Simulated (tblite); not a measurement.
Compound: C5H10F2SSi.
Atom-mapped SMILES: `[CH3:1][S:2][SiH2:3]/[C:4]([CH2:5][F:6])=[C:7](/[CH3:8])[F:9]` (hydrogens: H10, H11, H12 on C1; H13, H14 on Si3; H15, H16 on C5; H17, H18, H19 on C8)

Computed with GFN2-xTB (tblite), gas phase: L-BFGS steps from a force-field or distance-geometry start until the largest atomic force falls under 0.01 eV/Å.

Step 60: E = -823.0264 eV
```
atom  x, y, z in Å  |  force x, y, z in eV/Å
C1      2.7956    0.5638   -0.0421    0.003  -0.005  -0.014
S2      2.4256   -0.4549   -1.5082    0.016   0.012   0.024
Si3     0.3994    0.1383   -1.8846   -0.008   0.002  -0.027
C4     -0.6580   -0.2700   -0.3697    0.006   0.020  -0.017
C5     -1.2502   -1.6438   -0.3181   -0.012  -0.002   0.006
F6     -2.3934   -1.7283    0.4407   -0.013   0.011  -0.004
C7     -0.8352    0.6271    0.5961   -0.017   0.007  -0.009
C8     -1.6424    0.5563    1.8456    0.005  -0.019   0.007
F9     -0.2122    1.8307    0.4421   -0.040   0.004  -0.002
H10     2.1088    0.3135    0.7608    0.018   0.001  -0.011
H11     3.8135    0.3316    0.2522   -0.006   0.012   0.002
H12     2.7089    1.6134   -0.3037    0.006  -0.008   0.029
H13     0.0230   -0.7114   -3.0033   -0.024  -0.006   0.006
H14     0.3294    1.5639   -2.1759    0.029  -0.006   0.016
H15    -1.5259   -1.9726   -1.3252    0.009  -0.028   0.014
H16    -0.5382   -2.3595    0.1141   -0.005   0.009  -0.014
H17    -2.7048    0.5904    1.6056    0.007   0.014   0.018
H18    -1.3985    1.3962    2.4925    0.019  -0.003  -0.034
H19    -1.4552   -0.3755    2.3736    0.008  -0.014   0.009
```

Step 61: E = -823.0274 eV
```
atom  x, y, z in Å  |  force x, y, z in eV/Å
C1      2.7903    0.5606   -0.0393   -0.015   0.000  -0.007
S2      2.4270   -0.4483   -1.5153    0.000   0.034   0.043
Si3     0.3977    0.1396   -1.8899   -0.002   0.008  -0.024
C4     -0.6570   -0.2672   -0.3725    0.012  -0.003  -0.026
C5     -1.2478   -1.6411   -0.3160   -0.008  -0.043   0.002
F6     -2.3980   -1.7205    0.4347    0.025   0.002  -0.035
C7     -0.8335    0.6286    0.5943   -0.009   0.001  -0.019
C8     -1.6373    0.5544    1.8451    0.000   0.000   0.006
F9     -0.2150    1.8342    0.4399   -0.035   0.007  -0.003
H10     2.1033    0.3005    0.7612    0.027   0.001  -0.030
H11     3.8082    0.3295    0.2551   -0.002   0.011  -0.001
H12     2.6998    1.6133   -0.2895    0.007  -0.033   0.020
H13     0.0180   -0.7141   -3.0051   -0.017   0.004   0.011
H14     0.3256    1.5659   -2.1804    0.029  -0.018   0.013
H15    -1.5116   -1.9809   -1.3230   -0.015  -0.005   0.023
H16    -0.5378   -2.3553    0.1241   -0.024   0.034   0.009
H17    -2.6998    0.5914    1.6073   -0.008   0.001   0.016
H18    -1.3919    1.3962    2.4877    0.024   0.003   0.003
H19    -1.4500   -0.3771    2.3740    0.011  -0.004  -0.001
```

Step 62: E = -823.0280 eV
```
atom  x, y, z in Å  |  force x, y, z in eV/Å
C1      2.7851    0.5567   -0.0365   -0.018   0.003   0.000
S2      2.4279   -0.4416   -1.5208   -0.011   0.033   0.041
Si3     0.3962    0.1409   -1.8945    0.004   0.011  -0.020
C4     -0.6554   -0.2639   -0.3751    0.013  -0.020  -0.024
C5     -1.2445   -1.6384   -0.3148   -0.003  -0.056  -0.002
F6     -2.4011   -1.7126    0.4269    0.034  -0.008  -0.046
C7     -0.8325    0.6310    0.5922   -0.007  -0.003  -0.024
C8     -1.6324    0.5529    1.8452   -0.002   0.012   0.002
F9     -0.2207    1.8394    0.4361   -0.029   0.007  -0.001
H10     2.0987    0.2876    0.7616    0.022  -0.004  -0.031
H11     3.8034    0.3269    0.2572    0.003   0.014  -0.002
H12     2.6901    1.6114   -0.2767    0.010  -0.034   0.014
H13     0.0141   -0.7185   -3.0046   -0.011   0.009   0.008
H14     0.3213    1.5667   -2.1856    0.029  -0.015   0.007
H15    -1.4972   -1.9865   -1.3217   -0.035   0.004   0.022
H16    -0.5380   -2.3505    0.1340   -0.023   0.039   0.028
H17    -2.6953    0.5912    1.6104   -0.016  -0.003   0.015
H18    -1.3850    1.3955    2.4854    0.023   0.005   0.024
H19    -1.4444   -0.3788    2.3738    0.017   0.003  -0.011
```

Task: Estimate the geometry and energy of step 63. (The exact step hangs on the optimiser's Hessian estimate; all steps are aligned on step 62, rigid shifts and turns removed.)

Result: E = -823.0288 eV, largest force 0.061 eV/Å
```
atom  x, y, z in Å  |  force x, y, z in eV/Å
C1      2.7766    0.5504   -0.0319   -0.015   0.007   0.008
S2      2.4288   -0.4305   -1.5288   -0.018   0.019   0.028
Si3     0.3941    0.1430   -1.9011    0.009   0.010  -0.014
C4     -0.6521   -0.2595   -0.3786    0.009  -0.034  -0.014
C5     -1.2386   -1.6349   -0.3134    0.001  -0.052  -0.006
F6     -2.4051   -1.7008    0.4132    0.029  -0.021  -0.050
C7     -0.8309    0.6348    0.5889   -0.009  -0.007  -0.024
C8     -1.6249    0.5517    1.8455   -0.004   0.021  -0.006
F9     -0.2296    1.8479    0.4294   -0.021   0.004   0.002
H10     2.0914    0.2670    0.7619    0.013  -0.011  -0.024
H11     3.7957    0.3227    0.2602    0.008   0.019   0.000
H12     2.6746    1.6073   -0.2578    0.015  -0.023   0.009
H13     0.0095   -0.7252   -3.0031   -0.007   0.012  -0.004
H14     0.3132    1.5672   -2.1942    0.029   0.001  -0.003
H15    -1.4755   -1.9931   -1.3205   -0.050   0.006   0.023
H16    -0.5386   -2.3428    0.1508   -0.015   0.037   0.044
H17    -2.6887    0.5902    1.6152   -0.019  -0.001   0.016
H18    -1.3744    1.3944    2.4842    0.019   0.003   0.037
H19    -1.4353   -0.3807    2.3726    0.025   0.011  -0.022
```

The energy changes by -0.0007 eV. The first-order estimate −F·Δx gives -0.0010 eV and the mean of the old and new forces, exact on a quadratic surface, -0.0007 eV. The step makes an angle of 84° with the force vector and moves no atom by more than 0.025 Å.

The cost below is that of the whole relaxation. The run took 1.3 s of wall time on Arm Neoverse V1, one thread, no GPU, shared host.
